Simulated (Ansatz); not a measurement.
ClFH4SSi2, SMILES `F[SiH2]S[SiH2]Cl`. Charge 0, multiplicity 1. All single points use the PBE0-D4/def2-TZVP geometry. It is one conformer, not always the lowest.

```xyz
9

F    -1.638    0.536   -1.813
Si   -1.547   -0.216   -0.409
S    -0.496    0.964    1.009
Si    1.475    0.377    0.460
Cl    2.021   -1.385    1.355
H    -0.844   -1.497   -0.641
H    -2.921   -0.391    0.104
H     1.564    0.176   -1.002
H     2.387    1.437    0.937
```

Question: What is the dipole moment at ωB97M-V/def2-TZVPP? (An estimate is asked.)

Answer: The calculation gave: 0.12 D, with components (0.01, -0.11, 0.05) D in this frame, pointing from negative to positive charge.

Question: And with PBE, r2SCAN, B3LYP? (Best estimate.)

Answer: The calculation gave: PBE 0.12 D, r2SCAN 0.11 D, B3LYP 0.13 D.

Question: Give the Mulliken charges with ωB97M-V, r2SCAN, B3LYP in def2-TZVPP. (An estimate is asked.)

Answer: The calculation gave: 
```json
{"atom": "F1", "ωB97M-V": "-0.30", "r2SCAN": "-0.31", "B3LYP": "-0.31"}
{"atom": "Si2", "ωB97M-V": "0.48", "r2SCAN": "0.61", "B3LYP": "0.59"}
{"atom": "S3", "ωB97M-V": "-0.25", "r2SCAN": "-0.31", "B3LYP": "-0.29"}
{"atom": "Si4", "ωB97M-V": "0.31", "r2SCAN": "0.49", "B3LYP": "0.45"}
{"atom": "Cl5", "ωB97M-V": "-0.20", "r2SCAN": "-0.24", "B3LYP": "-0.23"}
{"atom": "H6", "ωB97M-V": "-0.02", "r2SCAN": "-0.07", "B3LYP": "-0.06"}
{"atom": "H7", "ωB97M-V": "-0.02", "r2SCAN": "-0.07", "B3LYP": "-0.06"}
{"atom": "H8", "ωB97M-V": "0.01", "r2SCAN": "-0.05", "B3LYP": "-0.04"}
{"atom": "H9", "ωB97M-V": "0.00", "r2SCAN": "-0.06", "B3LYP": "-0.04"}
```

B3LYP here is the variant with VWN-RPA as its local correlation; programs differ in this.

All numbers were calculated with Ansatz.
